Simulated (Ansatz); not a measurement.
C$_{2}$H$_{9}$InOSi, SMILES `[CH3][In]([CH3])[O][SiH3]`. Total charge 0; spin multiplicity 1. In: def2 effective core potential.

| atom | x (Å) | y (Å) | z (Å) |
| --- | --- | --- | --- |
| C1 | -0.624 | -2.261 | 1.458 |
| In2 | -0.032 | -0.807 | 0.016 |
| C3 | 0.740 | -0.609 | -1.964 |
| O4 | -0.321 | 1.013 | 0.836 |
| Si5 | -0.103 | 2.568 | 0.459 |
| H6 | -1.352 | -2.954 | 1.035 |
| H7 | -1.063 | -1.740 | 2.308 |
| H8 | 0.241 | -2.835 | 1.793 |
| H9 | 1.505 | 0.168 | -1.968 |
| H10 | 1.161 | -1.544 | -2.333 |
| H11 | -0.067 | -0.296 | -2.629 |
| H12 | 0.665 | 3.278 | 1.523 |
| H13 | -1.406 | 3.278 | 0.290 |
| H14 | 0.657 | 2.739 | -0.822 |

Question: List the harmonic frequencies (cm⁻¹, unscaled) at PBE0-D4/def2-TZVP in Ansatz. (Best estimate.)

Answer: Computed: 7, 17, 38, 61, 71, 108, 127, 144, 413, 492, 543, 662, 707, 727, 729, 741, 750, 955, 958, 995, 1013, 1195, 1198, 1447, 1448, 1448, 1451, 2153, 2182, 2193, 3065, 3066, 3154, 3155, 3171, 3173.
